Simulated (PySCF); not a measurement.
CH5FN2Si2.

```xyz
11

F     -2.0253     1.2116    -0.3166
Si    -1.0228    -0.0417    -0.6091
C     -0.5658    -0.9330     1.0202
N      0.6645    -0.8918     1.3847
Si     1.7279    -0.0261     0.2573
N      0.5864     0.4400    -0.9880
H     -1.7125    -0.8250    -1.6679
H     -1.2949    -1.4564     1.6748
H      2.3688     1.1198     0.9615
H      2.7907    -0.9442    -0.2407
H      0.8438     0.9110    -1.8501
```

Geometry: r2SCAN-D4/def2-SVP. The structure was generated by enumeration; whether it is a known compound was not checked.

Method: PBE/pcSseg-1 (PySCF). Non-relativistic, no solvent.

Question: Give the absolute GIAO shielding of each atom: isotropic value and principal components (ppm). (An estimate is asked for; the answer gives what the named calculation found.)

Answer: 
```tsv
atom	σ(iso)	σ11	σ22	σ33	span
F1	310.1	237.6	324.0	368.7	131.2
Si2	366.8	314.8	358.9	426.7	111.9
C3	-26.3	-136.3	-60.4	117.7	253.9
N4	-216.8	-700.7	-218.6	268.9	969.6
Si5	349.7	293.9	346.9	408.1	114.2
N6	217.8	178.2	227.7	247.6	69.4
H7	25.8	21.9	24.2	31.3	9.4
H8	21.0	17.5	21.4	24.3	6.8
H9	25.4	22.1	23.9	30.4	8.3
H10	25.6	22.2	24.0	30.5	8.3
H11	29.7	23.3	26.2	39.4	16.1
```
